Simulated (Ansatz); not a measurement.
F$_{3}$Si (SMILES F[Si](F)F), doublet, at a GFN2-xTB geometry; SVWN5/STO-3G (Ansatz, a first-principles code).

Here is a job for Ansatz.
Ansatz 0.2 input:
```yaml
crystal:
  periodic: [false, false, false]
  atoms:
    - {symbol: Si, position_ang: [0.25525364, 0.24331611, 0.24315598]}
    - {symbol: F, position_ang: [-0.69074141, -0.73372896, 1.06805322]}
    - {symbol: F, position_ang: [-0.73927609, 1.06837931, -0.68429241]}
    - {symbol: F, position_ang: [1.03295628, -0.71314208, -0.76200346]}
basis:
  gaussian:
    orbitals: STO-3G
hamiltonian:
  xc: {name: SVWN5}
magnetization: {spin_polarized: true, initial_magnetization: 1}
```

Question: Write the output that Ansatz gives for this input, abridged.

Answer: 
```
Functional definition: SVWN5
308 factors; integrals over basis functions are off by at most 1.9e-5 eV
mean field evaluation 1: about -15731.5981 eV, gradient 1.4e1 eV
mean field evaluation 2: about -15729.5393 eV, gradient 2.3e1 eV
mean field evaluation 4: about -15733.2115 eV, gradient 1.3e-1 eV
mean field evaluation 8: about -15733.2020 eV, gradient 4.5e-4 eV
mean field -15733.20198907 eV, -578.1845087509 hartree, gradient 5.6e-5 eV, S^2 0.750313; 0 other end points of the search recorded, 0 dependent functions left out
reference -15733.20199928 eV, -578.1845091260 hartree; 21, 20 occupied and 3, 4 virtual orbitals, 308 factors
Total energy: -15733.20199928 eV, -578.1845091260 hartree
```
